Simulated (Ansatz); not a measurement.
Ansatz results at the PBE0-D4/def2-TZVP geometry: HOMO energy (PBE0/def2-TZVPP) -8.48 eV; HOMO–LUMO gap (PBE/def2-TZVPP) 6.94 eV; HOMO–LUMO gap (PBE0/def2-TZVPP) 8.89 eV.

Task: Which molecule gave them?
A. `O[SiH2][Si](O)(Cl)Cl`
B. `[GeH3][CH2][GeH3]`
C. `O[SiH2]S[SiH](Cl)Cl`
D. `N[SiH2]C[Si](N)(F)F`

Result: B. The others give `O[SiH2]S[SiH](Cl)Cl`: -8.18, 5.78, 7.89; `O[SiH2][Si](O)(Cl)Cl`: -8.13, 5.20, 7.32; `N[SiH2]C[Si](N)(F)F`: -7.72, 5.85, 8.10.
